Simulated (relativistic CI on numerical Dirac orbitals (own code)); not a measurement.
# Yb³⁺: resonant inelastic scattering at the N4,5 edge

Computed with this model: Dirac-Coulomb-Breit CI, orbitals from a KLI potential per configuration, a model potential for QED, Kramers-Heisenberg scattering through one core-hole configuration in a parametric crystal field, unscaled Slater integrals; configurations [Xe] 4f13 → [Kr] 4d9 4f14 5s2 5p6; 300 K; core-hole width 0.5 eV; summed over polarisations. Incident energies are the highest absorption maxima for each field (at most a few, so the weaker spin-orbit partner edge can be absent), on the computed scale of the free ion. Intensities are in per cent of the strongest line above 0.02 eV; levels within 1 cm⁻¹ are merged; final levels count from the ground level, the first row holds all elastic scattering, lines under 0.4 are left out and each table stops after 24 rows. The scale of the Slater integrals is a model choice and moves the terms in proportion.

Field parameters in Wybourne normalisation; cubic f-shell fields have B⁴₄ = √(5/14) B⁴₀ and B⁶₄ = −√(7/2) B⁶₀. The field is a parameter set, without covalency.

S is read from ⟨S²⟩ = S(S + 1).

Oh, B40 = 2360, B60 = 790 cm⁻¹:

```tsv
Final level (eV)	Degeneracy	Irrep	S	185.6 eV
0.000	2	Γ6	0.50	81.5
0.083	4	Γ8	0.50	100.0
0.131	2	Γ7	0.50	20.0
1.317	4	Γ8	0.50	7.8
1.397	2	Γ7	0.50	3.8
```

C2v, B20 = 270, B22 = -230, B40 = 310, B42 = -230, B44 = -150, B60 = 140, B62 = -100, B64 = -500, B66 = -510 cm⁻¹:

| Final level (eV) | Degeneracy | S | 185.5 eV |
| --- | --- | --- | --- |
| 0.000 | 2 | 0.50 | 422.3 |
| 0.016 | 2 | 0.50 | 89.2 |
| 0.032 | 2 | 0.50 | 100.0 |
| 0.042 | 2 | 0.50 | 92.3 |
| 1.271 | 2 | 0.50 | 15.5 |
| 1.293 | 2 | 0.50 | 10.6 |
| 1.301 | 2 | 0.50 | 9.5 |

D4h, B20 = -130, B40 = -320, B44 = 360, B60 = 740, B64 = 690 cm⁻¹:

```json
{"Final level (eV)": "0.000", "Degeneracy": "2", "Irrep": "Γ7", "S": "0.50", "185.5 eV": "280.4"}
{"Final level (eV)": "0.018", "Degeneracy": "2", "Irrep": "Γ6", "S": "0.50", "185.5 eV": "59.7"}
{"Final level (eV)": "0.026", "Degeneracy": "2", "Irrep": "Γ6", "S": "0.50", "185.5 eV": "89.1"}
{"Final level (eV)": "0.039", "Degeneracy": "2", "Irrep": "Γ7", "S": "0.50", "185.5 eV": "100.0"}
{"Final level (eV)": "1.276", "Degeneracy": "2", "Irrep": "Γ7", "S": "0.50", "185.5 eV": "9.0"}
{"Final level (eV)": "1.291", "Degeneracy": "2", "Irrep": "Γ7", "S": "0.50", "185.5 eV": "9.3"}
{"Final level (eV)": "1.294", "Degeneracy": "2", "Irrep": "Γ6", "S": "0.50", "185.5 eV": "8.3"}
```

For the first field the strongest loss at the lowest incident energy is the level at 0.08 eV (S = 0.50, against 0.50 in the thermal ground state).
